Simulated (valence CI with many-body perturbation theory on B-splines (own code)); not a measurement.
Se¹²⁺: calculated level list

Level of theory: relativistic CI+MBPT: four valence electrons over a frozen Dirac-Fock core [Ar], radial functions for each j: 9 s, 9 p, 10 d, 8 f, 5 g, 3 h, 1 i, with the one-electron correlation potential Σ1, the two-electron term Σ2, the three-electron term Σ3, Breit, model QED; selected CI, second order for the rest, scaled by the run's own slope (own B-spline code, finite nucleus).

No measured levels were compared; by estimate terms of the open shell hold to 2 to 4 % of their energy, and close levels can change places. Core correlation moves these levels by up to 6700 cm⁻¹, and in measured spectra 5 to 20 % of such shifts remained as error; rates that hang on mixing are uncertain with them. Only levels of the ground parity were solved; by the run's estimate the other parity begins above the list, which can be wrong where configurations are misplaced.

Levels 1 to 34 of 34, with energies above the lowest level, 3d4 5D_0. "Leading %" is the weight of the configuration and term that name the level; weights of strongly mixed levels are sums over their largest components and can fall short. Lifetimes count E1, E2, E3, M1 and M2 decay at the calculated energies, and are blank where another channel may lead or the interval is too uncertain; long ones can be off by a factor of two.

| No. | Configuration | Term | J | E (cm⁻¹) | Leading % | Second component | Lifetime |
| --- | --- | --- | --- | --- | --- | --- | --- |
| 1 | 3d4 | 5D | 0 | 0.0 | 96 |  |  |
| 2 | 3d4 | 5D | 1 | 1464 | 98 |  | 6.05 s |
| 3 | 3d4 | 5D | 2 | 3809 | 99 |  | 1.39 s |
| 4 | 3d4 | 5D | 3 | 6635 | 99 |  | 966 ms |
| 5 | 3d4 | 5D | 4 | 9727 | 98 |  | 1.26 s |
| 6 | 3d4 | 3P | 0 | 45124 | 90 | 6 % 3d4 1S | 6.17 ms |
| 7 | 3d4 | 3H | 4 | 48947 | 77 | 10 % 3d4 3G | 101 ms |
| 8 | 3d4 | 3H | 5 | 52437 | 90 | 10 % 3d4 3G | 913 ms |
| 9 | 3d4 | 3P | 1 | 52536 | 96 |  | 7.56 ms |
| 10 | 3d4 | 3H | 6 | 54872 | 96 | 4 % 3d4 1I | 3.53 s |
| 11 | 3d4 | 3F | 3 | 55648 | 62 | 37 % 3d4 3G | 17.1 ms |
| 12 | 3d4 | 3F | 2 | 56533 | 97 |  | 22.5 ms |
| 13 | 3d4 | 3F | 4 | 57932 | 66 | 17 % 3d4 3H | 12.1 ms |
| 14 | 3d4 | 3P | 2 | 61883 | 93 | 6 % 3d4 3D | 13.5 ms |
| 15 | 3d4 | 3G | 3 | 64557 | 62 | 38 % 3d4 3F | 25.6 ms |
| 16 | 3d4 | 3G | 4 | 65210 | 71 | 15 % 3d4 3F | 52.4 ms |
| 17 | 3d4 | 3G | 5 | 67808 | 90 | 10 % 3d4 3H | 53.6 ms |
| 18 | 3d4 | 3D | 3 | 76946 | 97 |  | 14.8 ms |
| 19 | 3d4 | 3D | 2 | 78055 | 86 | 6 % 3d4 1D | 13.3 ms |
| 20 | 3d4 | 1I | 6 | 78383 | 96 | 4 % 3d4 3H | 32.1 ms |
| 21 | 3d4 | 3D | 1 | 79768 | 98 |  | 11.2 ms |
| 22 | 3d4 | 1G | 4 | 81966 | 80 | 11 % 3d4 3F | 9.09 ms |
| 23 | 3d4 | 1S | 0 | 88046 | 93 | 7 % 3d4 3P | 6.49 ms |
| 24 | 3d4 | 1D | 2 | 98440 | 88 | 6 % 3d4 3D | 7.82 ms |
| 25 | 3d4 | 1F | 3 | 108840 | 92 | 5 % 3d4 3F |  |
| 26 | 3d4 | 3P | 2 | 125860 | 97 |  | 9.23 ms |
| 27 | 3d4 | 3F | 4 | 128390 | 97 |  |  |
| 28 | 3d4 | 3F | 2 | 129580 | 97 |  | 6.85 ms |
| 29 | 3d4 | 3F | 3 | 130530 | 94 | 5 % 3d4 1F |  |
| 30 | 3d4 | 3P | 1 | 132950 | 100 |  |  |
| 31 | 3d4 | 3P | 0 | 136460 | 98 |  |  |
| 32 | 3d4 | 1G | 4 | 146400 | 97 |  |  |
| 33 | 3d4 | 1D | 2 | 191420 | 99 |  |  |
| 34 | 3d4 | 1S | 0 | 247230 | 99 |  |  |

Names give the largest LS component (configuration and term), which can be under half, so a name can repeat, a term be missing and a line seem to break the LS rules; names also repeat where a configuration has a term twice.

The ionisation energy to 3d3 4F_3/2 of the next ion comes out as 382.9 eV (NIST: 383 ± 3 eV (theoretical)). All 34 levels together are meant to be complete up to 257150 cm⁻¹.
